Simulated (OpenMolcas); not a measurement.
C2H7NSi (SMILES NC1C[SiH2]1): the vertical ionisation energy, rung by rung

C2H7NSi: 11 atoms, total charge 0, spin state singlet. As SMILES, `NC1C[SiH2]1`. Geometry: relaxed at PBE0-D4/def2-TZVP. This is one conformer, not always the lowest.

```xyz
11

N    -1.3372    0.8261   -0.3142
C     0.0481    0.5874   -0.0151
C     0.2961   -0.5197    1.0252
Si    0.8450   -0.9559   -0.6851
H    -1.4504    1.2883   -1.2060
H    -1.7740    1.4015    0.3975
H     0.7014    1.4542    0.1186
H     1.0251   -0.3117    1.8013
H    -0.6079   -0.9970    1.3906
H     2.2887   -0.9399   -1.0055
H     0.0303   -1.8901   -1.4868
```

Each level gives the vertical ionisation energy (to the doublet cation) (eV). The values are calculated.

```csv
level,kind,program,value (eV),CPU time (all runs)
SVWN5/def2-SVP,LDA,OpenMolcas,8.18,93 s
PBE/def2-SVP,GGA,OpenMolcas,8.06,2.2 min
revPBE/def2-SVP,GGA,OpenMolcas,8.03,2.6 min
M06-L/def2-SVP,meta-GGA,OpenMolcas,8.25,4 min
TPSS/def2-SVP,meta-GGA,OpenMolcas,8.10,4.1 min
r2SCAN/def2-SVP,meta-GGA,OpenMolcas,8.21,4 min
B3LYP/def2-SVP,global hybrid,OpenMolcas,8.30,2.6 min
PBE0/def2-SVP,global hybrid,OpenMolcas,8.33,2.5 min
```

The values span 8.03 to 8.33 eV. CPU times are rough (shared hosts, several kinds of processor and program).
